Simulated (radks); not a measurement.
Cl I, 17 electrons, occupied as [Ne] 3s2 3p5. Calculated with a radial shooting solver on a logarithmic mesh with Libxc functionals: scalar-relativistic Kohn-Sham, TASK exchange with Perdew-Wang LDA correlation, spin-polarised, spherical densities, finite nucleus; open shells are filled with parallel spins first; meta-GGA in the generalised Kohn-Sham scheme; Fermi nuclear charge, rms radius 3.3654 fm.

X-ray form factor f0, the Fourier transform of the density (f0(0) = 17):

sin(theta)/lambda (1/angstrom)  f0 (electrons)
0.05                                    16.516
0.1                                     15.249
0.15                                    13.614
0.2                                     12.001
0.25                                    10.632
0.3                                      9.566
0.4                                      8.168
0.5                                      7.297
0.6                                      6.592
0.8                                      5.247
1                                        4.026
1.25                                     2.881
1.5                                      2.165
2                                        1.503
